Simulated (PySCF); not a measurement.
Compound: C4H7F3O2.
Geometry (PBE0-D3(BJ)/def2-SVP, Å), atoms numbered from 1 in this order:
```
atom  x, y, z in Å
C1     2.554   -0.197   -0.111
O2     1.547    0.764   -0.290
C3     0.466    0.318   -1.024
O4    -0.270   -0.676   -0.360
C5    -0.963   -0.232    0.765
C6    -2.406    0.092    0.436
F7    -3.052   -0.961   -0.058
F8    -3.047    0.488    1.540
F9    -2.497    1.077   -0.466
H10    2.180   -1.090    0.419
H11    3.352    0.266    0.484
H12    2.976   -0.521   -1.081
H13    0.780   -0.152   -1.974
H14   -0.155    1.204   -1.229
H15   -0.973   -1.033    1.521
H16   -0.499    0.658    1.221
```

All values: CAM-B3LYP/def2-SVPD (PySCF, non-relativistic), on one gas-phase PBE0-D3(BJ)/def2-SVP geometry that isn't relaxed in the solvent. The solvent is an IEF-PCM continuum (cavity from Bondi-type radii × 1.2). The model holds no explicit solvent molecules, cavitation or dispersion.

Gas phase at CAM-B3LYP/def2-SVPD: HOMO -9.87 eV, LUMO 1.13 eV, dipole 2.48 D.

Q: What does the continuum do to the energy, the frontier levels and the dipole at CAM-B3LYP/def2-SVPD in chloroform?

A: 
```json
{"solvent": "chloroform", "ε": "4.711", "E(solvent) − E(gas) (kcal/mol)": "-3.77", "polarisation term (kcal/mol)": "-4.08", "distortion of the solute (kcal/mol)": "0.31", "HOMO (eV)": "-9.69", "LUMO (eV)": "1.29", "dipole (D)": "2.79"}
```

The polarisation term is half the interaction of the solute with the surface charges that it induces; the rest is the cost of distorting the solute's density. The sum is the electrostatic part of solvation alone.

Q: Which radius a makes the point-dipole formula ΔE = −[(ε − 1)/(2ε + 1)]·μ²/a³ give the value in chloroform, with the gas-phase dipole?

A: μ = 0.977 au and |ΔE| = 0.00601 Eh give a = 2.03 Å; the farthest nucleus lies 3.45 Å from the centroid of the nuclei, so such a sphere wouldn't even hold the nuclei. The formula assumes a rigid point dipole at the centre of a sphere.

Q: Give the dipole vector in the frame of the coordinates (D, pointing from negative to positive charge), gas and chloroform.

A: Gas (2.42, -0.44, 0.34), solvent (2.71, -0.50, 0.44). Its length changes by +13 % and its direction by 1°.

Q: How does the static polarisability (CAM-B3LYP/def2-SVPD, frozen core, with the continuum's full static response) change?

A: 
```json
{"medium": "gas", "isotropic (au)": "61.7", "principal values (au)": "54.9, 59.0, 71.1", "⟨r²⟩ of the electrons (bohr²)": "1476.2"}
{"medium": "chloroform", "isotropic (au)": "72.5", "principal values (au)": "66.8, 70.8, 80.0", "⟨r²⟩ of the electrons (bohr²)": "1476.0"}
```

The isotropic value in chloroform is 1.18 times the gas-phase one; no cavity-field correction is applied. ⟨r²⟩ is taken about the centre of nuclear charge.
